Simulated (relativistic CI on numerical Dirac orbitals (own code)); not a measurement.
# Radial parameters of Pb24+

Computed by Dirac-Coulomb-Breit CI, separate exchange-only KLI orbitals for each configuration, model QED (radiative potential, 1s self-energy scaled to tabulated hydrogen-like ionisation energies), unscaled Slater integrals (own radial code, finite nucleus).

Slater integrals F^k, G^k are unscaled and averaged over j, outside the closed core [Ar] 3d10; ζ comes from projecting the Hamiltonian with its Breit term on Σ l·s of the shell.

- 4s2 4p6 4d10 4f12: F^2(4f,4f) = 246940, F^4(4f,4f) = 159540, F^6(4f,4f) = 116200, ζ(4f) = 12174 cm⁻¹; <r>(4f) = 0.416, <r^2>(4f) = 0.2012 (bohr units).
- 4s2 4p6 4d10 4f11 5s: F^2(4f,4f) = 249630, F^4(4f,4f) = 161400, F^6(4f,4f) = 117590, ζ(4f) = 12463, G^3(4f,5s) = 38276 cm⁻¹; <r>(4f) = 0.4123, <r^2>(4f) = 0.1975, <r>(5s) = 0.7399, <r^2>(5s) = 0.6095 (bohr units).
- 4s2 4p6 4d10 4f10 5s2: F^2(4f,4f) = 252510, F^4(4f,4f) = 163390, F^6(4f,4f) = 119090, ζ(4f) = 12754 cm⁻¹; <r>(4f) = 0.4084, <r^2>(4f) = 0.1936 (bohr units).

Averages of the first 10 configurations, taken without configuration mixing, which lowers the lowest level and can move excited configurations by several eV; other configurations of the list can lie among them:

| Configuration | Parity | States | Average energy above the lowest level (eV) |
| --- | --- | --- | --- |
| 4s2 4p6 4d10 4f12 | even | 91 | 7.4 |
| 4s2 4p6 4d10 4f11 5s | odd | 728 | 80.2 |
| 4s2 4p6 4d10 4f10 5s2 | even | 1001 | 162.9 |
| 4s2 4p6 4d10 4f11 5p | even | 2184 | 154.7 |
| 4s2 4p6 4d10 4f10 5s 5p | odd | 12012 | 234.5 |
| 4s2 4p6 4d9 4f13 | odd | 140 | 293.8 |
| 4s2 4p6 4d8 4f14 | even | 45 | 582.5 |
| 4s2 4p5 4d10 4f13 | even | 84 | 560.3 |
| 4s2 4p6 4d9 4f12 5s | even | 1820 | 365.3 |
| 4s2 4p6 4d10 4f11 5f | even | 5096 | 350.1 |
